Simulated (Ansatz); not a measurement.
Geometry optimisation, Ansatz 0.2.0, RKS PBE-D4/6-31G*.

input.yaml

```yaml
crystal:
  periodic: [false, false, false]
  atoms:
    - { symbol: B, position_ang: [0.253454, 0.742928, -0.202237] }
    - { symbol: O, position_ang: [-0.249896, -0.542791, 2.002301] }
    - { symbol: H, position_ang: [-1.202589, -0.615892, 1.789173] }
    - { symbol: C, position_ang: [1.506068, -0.104965, -0.615645] }
    - { symbol: H, position_ang: [1.297825, -1.187531, -0.628558] }
    - { symbol: H, position_ang: [1.757146, 0.180786, -1.659264] }
    - { symbol: H, position_ang: [2.40956, 0.078876, -0.0099] }
    - { symbol: H, position_ang: [-0.854216, 0.464383, -0.603089] }
    - { symbol: P, position_ang: [0.362292, 2.372543, 0.795725] }
    - { symbol: H, position_ang: [1.636493, 2.900341, 0.41953] }
    - { symbol: H, position_ang: [-0.447071, 3.261316, 0.02565] }
    - { symbol: H, position_ang: [-0.182067, 0.368308, 2.394512] }
basis:
  gaussian: { orbitals: "6-31G*" }
hamiltonian:
  xc: pbe
  dispersion: d4
relax:
  f_tol: 0.03
  max_steps: 50
output:
  orbitals: {}
```

Launched with:

```bash
$ ansatz run input.yaml --threads 1 --pin off --max-ram 2048MiB --backend cpu --events-out ev --progress --plain --runs-dir out
```

**Question.** Where does it end, and by what steps?

**Answer.** It converged. After 6 steps the energy has fallen by 0.262 eV; O2 moved furthest, 0.46 Å. Joined: B1–O2 (2.60 → 1.79 Å).

```
step  energy less start (eV)  largest force component (eV/Å)  accepted
   0                  0.0000                           0.574       yes
   1                 -0.0411                           0.876       yes
   2                 -0.1598                           0.785       yes
   3                 -0.2154                           0.673       yes
   4                 -0.2530                           0.221       yes
   5                 -0.2569                           0.149       yes
   6                 -0.2615                           0.028       yes
```

```xyz
12
Properties=species:S:1:pos:R:3
B 0.170 0.575 0.092
O -0.156 -0.323 1.607
H -1.121 -0.497 1.577
C 1.463 -0.127 -0.516
H 1.320 -1.212 -0.678
H 1.677 0.318 -1.505
H 2.374 0.003 0.096
H -0.896 0.403 -0.471
P 0.361 2.388 0.877
H 1.608 2.821 0.325
H -0.462 3.177 0.015
H -0.052 0.392 2.287
```

Run time: 26 s on 1 thread of Arm Neoverse V1, with other jobs on the host, peak memory 0.14 GiB.
